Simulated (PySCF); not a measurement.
Species: 1-bromo-2-isopropylbenzene, C9H11Br.
Numbering: `[CH3:1][CH:2]([CH3:3])[c:4]1[cH:5][cH:6][cH:7][cH:8][c:9]1[Br:10]` (hydrogens: H11, H12, H13 on C1; H14 on C2; H15, H16, H17 on C3; H18 on C5; H19 on C6; H20 on C7; H21 on C8)

Method: PySCF 2.14.0, PBE0-D3(BJ)/def2-SVP geometry optimisation, gas phase; density fitting, grid level 2; the optimiser is geomeTRIC in internal coordinates, started from a GFN2-xTB structure.

Step 0: E = -79524.9160 eV
```
atom  x, y, z in Å  |  force x, y, z in eV/Å
C1     -1.6949    1.1828    0.1574    0.242  -0.510   0.159
C2     -0.9169    0.1275    0.9509   -0.189   0.461   0.287
C3     -1.4157    0.0642    2.3939    0.240  -0.096  -0.560
C4      0.5583    0.4235    0.8475   -0.438  -0.309  -0.074
C5      1.1804    1.3105    1.7205    0.086  -0.022  -0.027
C6      2.5246    1.6173    1.6146    0.022   0.065   0.039
C7      3.2925    1.0414    0.6178   -0.043   0.010   0.026
C8      2.7022    0.1632   -0.2715    0.081  -0.027  -0.074
C9      1.3546   -0.1304   -0.1508   -0.200  -0.428  -0.494
Br10    0.6174   -1.3356   -1.4435    0.097   0.168   0.173
H11    -1.3873    1.1836   -0.8861    0.097   0.041  -0.417
H12    -1.5169    2.1739    0.5705    0.052   0.412   0.150
H13    -2.7610    0.9729    0.2010   -0.487  -0.034  -0.009
H14    -1.1062   -0.8495    0.4947    0.068  -0.163  -0.124
H15    -0.7771   -0.5804    2.9940    0.203  -0.245   0.304
H16    -1.4445    1.0510    2.8497   -0.019   0.406   0.260
H17    -2.4253   -0.3400    2.4115   -0.421  -0.122   0.061
H18     0.5972    1.7722    2.5015   -0.283   0.192   0.371
H19     2.9712    2.3094    2.3124    0.200   0.306   0.311
H20     4.3424    1.2746    0.5272    0.469   0.094  -0.042
H21     3.2819   -0.2921   -1.0600    0.223  -0.198  -0.321
```

Step 1: E = -79524.9749 eV
```
atom  x, y, z in Å  |  force x, y, z in eV/Å
C1     -1.7185    1.1320    0.1256   -0.032   0.094  -0.004
C2     -0.9217    0.1358    0.9685    0.010  -0.088  -0.072
C3     -1.4241    0.0986    2.4057   -0.027  -0.009   0.083
C4      0.5593    0.4254    0.8515    0.037   0.032   0.026
C5      1.2027    1.2886    1.7485   -0.070   0.026   0.052
C6      2.5538    1.6003    1.6400    0.031   0.031   0.041
C7      3.3145    1.0392    0.6183    0.083   0.025  -0.005
C8      2.7111    0.1819   -0.2948    0.016  -0.020  -0.031
C9      1.3519   -0.1068   -0.1771    0.029   0.089   0.072
Br10    0.5982   -1.2410   -1.4846   -0.071  -0.146  -0.146
H11    -1.4040    1.1133   -0.9288    0.009  -0.017   0.027
H12    -1.5703    2.1570    0.5058   -0.019  -0.030  -0.032
H13    -2.7967    0.9078    0.1642    0.023  -0.011   0.002
H14    -1.0799   -0.8674    0.5361    0.007   0.047   0.028
H15    -0.8089   -0.5656    3.0327   -0.019   0.018  -0.013
H16    -1.4309    1.0978    2.8722    0.008  -0.030  -0.020
H17    -2.4602   -0.2744    2.4320    0.026   0.022  -0.001
H18     0.6191    1.7337    2.5586    0.022  -0.025  -0.021
H19     3.0136    2.2830    2.3592   -0.009  -0.024  -0.012
H20     4.3796    1.2682    0.5252   -0.034  -0.008   0.004
H21     3.2883   -0.2676   -1.1058   -0.020   0.020   0.021
```

Q: Estimate the geometry and energy of step 2. (The exact step hangs on the optimiser's Hessian estimate; all steps are aligned on step 1, rigid shifts and turns removed.)

A: E = -79524.9766 eV, largest force 0.106 eV/Å
```
atom  x, y, z in Å  |  force x, y, z in eV/Å
C1     -1.7197    1.1297    0.1222   -0.009   0.013  -0.001
C2     -0.9215    0.1359    0.9691    0.000  -0.025  -0.027
C3     -1.4202    0.1076    2.4096   -0.011  -0.001   0.008
C4      0.5601    0.4227    0.8474   -0.036  -0.002   0.005
C5      1.2009    1.2811    1.7516    0.026  -0.012  -0.005
C6      2.5528    1.5941    1.6479    0.004  -0.001  -0.007
C7      3.3138    1.0437    0.6197   -0.035   0.001   0.015
C8      2.7084    0.1917   -0.2986    0.010  -0.058  -0.078
C9      1.3502   -0.1069   -0.1860    0.020   0.079   0.068
Br10    0.6014   -1.2563   -1.5001    0.016   0.037   0.054
H11    -1.4048    1.0999   -0.9312    0.003  -0.006  -0.001
H12    -1.5733    2.1579    0.4909    0.001  -0.006  -0.002
H13    -2.7966    0.9033    0.1637    0.002  -0.007  -0.003
H14    -1.0832   -0.8674    0.5422    0.001  -0.005   0.002
H15    -0.8072   -0.5552    3.0388   -0.001  -0.002  -0.003
H16    -1.4198    1.1090    2.8689    0.001  -0.003  -0.003
H17    -2.4577   -0.2583    2.4412   -0.001   0.007  -0.004
H18     0.6171    1.7155    2.5658    0.005  -0.006  -0.008
H19     3.0122    2.2678    2.3747    0.000  -0.001   0.003
H20     4.3776    1.2736    0.5275   -0.004  -0.004  -0.005
H21     3.2866   -0.2496   -1.1120    0.008   0.001  -0.007
```

The energy changes by -0.0017 eV. The first-order estimate −F·Δx gives -0.0053 eV and the mean of the old and new forces, exact on a quadratic surface, -0.0016 eV. The step makes an angle of 76° with the force vector and moves no atom by more than 0.022 Å.

The cost below is that of the whole optimisation. The run took 2.9 min wall on one thread of an Intel Xeon Platinum 8488C, no GPU, on a shared host, and the process peaked at 1.1 GiB of memory.
